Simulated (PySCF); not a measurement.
CH₄Cd. Atoms are numbered in the order given.

```xyz
6

Cd     0.0000     0.0000    -0.3215
H      0.0000     0.0000    -2.0040
C      0.0000     0.0000     1.8110
H      0.8857     0.5114     2.1893
H      0.0000    -1.0227     2.1893
H     -0.8857     0.5114     2.1893
```

Geometry: B3LYP-D3(BJ)/def2-TZVP. The def2 effective core potentials stand for the cores of Cd; spin–orbit coupling is left out.

These are PySCF with TDA-ωB97X/def2-TZVPD values and carry that method's errors.

Vertical excitations; the highest root listed may be one member of a degenerate set. Gas-phase values at a fixed geometry. State labels are in the subgroup Cs.

```
state  symmetry  energy (eV)  λ (nm)      f                                                                 main pairs
-----  --------  -----------  ------  -----  -------------------------------------------------------------------------
S1           A'         5.73     216  0.000                                               HOMO→LUMO+1 (degenerate set)
S2           A"         5.74     216  0.000                                                 HOMO→LUMO (degenerate set)
S3           A'         6.97     178  0.379                                                           HOMO→LUMO+2 88 %
S4           A'         7.97     155  0.429                                             HOMO−1→LUMO+1 (degenerate set)
S5           A"         7.97     155  0.429                                               HOMO−1→LUMO (degenerate set)
S6           A'         8.64     144  0.668  HOMO→LUMO+3 37 %, HOMO−1→LUMO+2 26 %, HOMO→LUMO+4 19 %, HOMO−1→LUMO+3 6 %
S7           A'         8.92     139  0.024                   HOMO−1→LUMO+2 36 %, HOMO→LUMO+3 36 %, HOMO−1→LUMO+3 13 %
S8           A'         9.23     134  0.018                                       HOMO→LUMO+4 63 %, HOMO−1→LUMO+2 16 %
S9           A"         9.35     133  0.038                                               HOMO→LUMO+6 (degenerate set)
S10          A'         9.35     133  0.038                                               HOMO→LUMO+5 (degenerate set)
T1           A"         5.55     223      0                                                 HOMO→LUMO (degenerate set)
T2           A'         5.55     223      0                                               HOMO→LUMO+1 (degenerate set)
T3           A'         5.78     214      0                                         HOMO→LUMO+2 80 %, HOMO→LUMO+3 15 %
T4           A"         7.15     174      0                                                           HOMO−1→LUMO 95 %
```
Triplets are in the Tamm–Dancoff approximation.
